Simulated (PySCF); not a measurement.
A structure optimised at PBE0-D3(BJ)/def2-SVP, used in a PySCF frequency run:

```xyz
15

C      2.4116    -0.5208    -0.3234
O      1.0445    -0.3021    -0.4651
C      0.3937    -0.0500     0.7391
C     -1.0686     0.2479     0.4919
C     -1.7533    -0.7595    -0.4000
F     -1.1799     1.5004    -0.0811
H      2.9293     0.3568     0.1127
H      2.8298    -0.7115    -1.3215
H      2.6281    -1.3964     0.3216
H      0.8432     0.8186     1.2627
H      0.4700    -0.9207     1.4260
H     -1.5676     0.2956     1.4776
H     -2.7994    -0.4665    -0.5662
H     -1.2333    -0.8090    -1.3660
H     -1.7369    -1.7596     0.0582
```
Charge 0, spin multiplicity 1.

Problem. Write its SMILES and formula.

Solution. COC[C@H](C)F, C₄H₉FO

Problem. What are its rotational constants (standard atomic weights)?

Solution. 6.4972, 2.0947, 1.8672 GHz
